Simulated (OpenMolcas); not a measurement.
**Er2+: moving or changing the point charges**

Er2+ among 8 point charges of -0.5 e arranged as a hexagonal bipyramid (D6h), 2.23 Å from the ion, with the axial distance 2.096 Å.
```
   2.2300    0.0000    0.0000  -0.50
   1.1150    1.9312    0.0000  -0.50
  -1.1150    1.9312    0.0000  -0.50
  -2.2300    0.0000    0.0000  -0.50
  -1.1150   -1.9312    0.0000  -0.50
   1.1150   -1.9312    0.0000  -0.50
   0.0000    0.0000    2.0962  -0.50
   0.0000    0.0000   -2.0962  -0.50
```

```yaml
Program: OpenMolcas 26.06
Method: CASSCF
Basis: ANO-RCC-VTZP [8s7p5d3f2g1h]
Scalar_Hamiltonian: DKH2, point nucleus
Active_space: 12 electrons in 7 orbitals (4f)
State_averaging: 2S+1 = 3 even, 21 roots; 2S+1 = 1 even, 27 roots kept (CI in the orbitals of an earlier block)
Spin-orbit_coupling: state interaction with AMFI integrals over the reference wave functions
```

Runs around this geometry, states. Energies in cm-1 above the lowest state or level, χT in cm3 K/mol.

```
R (Å)  q (e)  Ground state  First state of that spin  First gap with spin-orbit (degeneracies)  Width of lowest J  χT at 300 K
 2.23  -0.25      2S+1 = 3                      29.1                               26.2 (2, 3)                225        7.129
 2.23   -0.5      2S+1 = 3                      53.3                               48.3 (2, 1)                453        7.084
 2.41   -0.5      2S+1 = 3                      30.7                               22.8 (2, 1)                339        7.111
 2.65   -0.5      2S+1 = 3                       7.2                                4.2 (2, 1)                240        7.129
```

Taking the width of the lowest J multiplet as R^-n, n = -ln(240 / 453) / ln(2.65 / 2.23) = 3.7 between the shortest and longest distance.

Scaling the charges by -0.25 / -0.5 = 0.50 scales the width of the lowest J multiplet by 225 / 453 = 0.50; with fixed orbitals a first-order splitting would follow the charge.

Point charges carry no covalency, so the field is a model and not that of real ligands. An unlabelled pair can be two single states that coincide in this model. A group larger than the point group allows holds several states that coincide in this model. No measured value stands beside these numbers.

A state without a sure symmetry label is named by its multiplicity alone.
